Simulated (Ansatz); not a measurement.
Calculated with Ansatz (gas phase, PBE0-D4/def2-TZVP geometries, no zero-point term in ΔE). CBS: MP2 limit from def2 TZ/QZ plus the TZ coupled-cluster correction, frozen cores. DFT in def2-TZVPP. For Ge outer-core shells are correlated without core-valence functions, which leaves a few kJ/mol of doubt a bond. Scalar relativity is left out up to krypton. Each species was taken in one conformer, which may not be the lowest.

`C[SiH](O)[SiH](O)O` + `[OH][GeH2][CH2][SiH](O)F` → `O[SiH](O)C[SiH](O)F` + `C[SiH](O)[GeH2][OH]`  (redistribution)

Is it downhill or uphill in electronic energy at CCSD(T)/CBS, and by how much? (An estimate is asked.)

Computed: Downhill: ΔE = -0.39 eV.

What do these levels give: PBE-D4, r2SCAN, HF/def2-TZVPP, MP2/def2-TZVPP, SCS-MP2/def2-TZVPP, HF/CBS(def2)? (Best estimate.)

The calculation gave: PBE-D4 -0.39, r2SCAN -0.45, HF/def2-TZVPP -0.40, MP2/def2-TZVPP -0.39, SCS-MP2/def2-TZVPP -0.38, HF/CBS(def2) -0.41 eV.

Largest T1 diagnostic among the species: 0.012.
